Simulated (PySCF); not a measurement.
A structure optimised at PBE-D3(BJ)/def2-SVP, used in a PySCF frequency run:

```xyz
9

Si     1.3559     0.0000     0.0000
H      2.1823     0.0000     1.2541
H      2.1823     0.0000    -1.2541
Si    -0.6779     1.1742     0.0000
H     -1.0912     1.8900     1.2541
H     -1.0912     1.8900    -1.2541
Si    -0.6779    -1.1742     0.0000
H     -1.0912    -1.8900     1.2541
H     -1.0912    -1.8900    -1.2541
```

Q: Write its SMILES, formula and point group.

A: [SiH2]1[SiH2][SiH2]1, H₆Si₃, D3h

Q: What are its rotational constants (standard atomic weights)?

A: 4.9860, 4.9860, 2.7512 GHz
